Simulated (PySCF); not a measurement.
## Dipole response of Pb²⁺ (lead, charge +2)

[Xe] 4f14 5d10 6s2, closed-shell 1S. Computed with PySCF 2.14 in aug-cc-pVQZ-DK3, with scalar relativity by spin-free X2C-1e. Coupled (time-dependent) response in atomic units; α is the mean over directions.

```json
{"method": "PBE", "mean α (bohr³)": "13.33", "C₆ (like pair)": "90.02", "S(−4)": "47.74"}
```

S(−4) is the Cauchy moment in α(ω) = α(0) + S(−4) ω² + …

α(iu) at PBE:

```tsv
u (hartree)	α(iu) (bohr³)
0	13.33
0.0500	13.21
0.100	12.87
0.200	11.73
0.300	10.34
0.500	7.867
0.750	5.803
1.00	4.507
1.50	3.002
2.00	2.155
3.00	1.254
5.00	0.5595
```

A single London oscillator, α(iu) = α/(1 + u²/ω²), gives C₆ = (3/4) ω α². Matching the computed C₆ needs ω = 4 × 90.02 / (3 × 13.33²) = 0.675 hartree.

For an ion, C₆ is the dispersion term alone; charge-induced terms of lower order in 1/R come first.

Spin-orbit coupling, which splits the p, d and f shells strongly at this Z, is absent.
